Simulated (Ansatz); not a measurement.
Reactions of `C[N]=[W](=[O])([OH])[Cl]`.

Computed with Ansatz on PBE0-D4/def2-TZVP structures; ΔE is electronic, products minus reactants. CCSD(T)/CBS is the MP2 limit (def2-TZVPP, def2-QZVPP) plus CCSD(T) − MP2 in def2-TZVPP, frozen cores. This one scheme is used for every species. def2 core potentials past Kr. For W outer-core shells are correlated without core-valence functions, which leaves a few kJ/mol of doubt a bond. One conformer a species, not always the lowest.

**Question.** Order these by ΔE at CCSD(T)/CBS, lowest first. (Estimate.)
A. `C[N]=[W](=[O])([OH])[Cl]` + `CNC` → `C[N]=[W](=[O])([OH])[N](C)C` + HCl
B. `C[N]=[W](=[O])([OH])[Cl]` + CH₃OH → `C[N]=[W](=[O])([OH])[O]C` + HCl
C. `C[N]=[W](=[O])([OH])[Cl]` + HCl → `C[N]=[W](=[O])([Cl])[Cl]` + H₂O
D. `C[N]=[W](=[O])([OH])[Cl]` + H–F → `C[N]=[W](=[O])([OH])[F]` + HCl
E. `C[N]=[W](=[O])([OH])[Cl]` + H–F → `C[N]=[W](=[O])([F])[Cl]` + H₂O

**Answer.** C (-0.35 eV), E (-0.19 eV), D (+0.16 eV), B (+0.27 eV), A (+0.47 eV).

Largest T1 diagnostic: 0.020, for `C[N]=[W](=[O])([OH])[F]`.
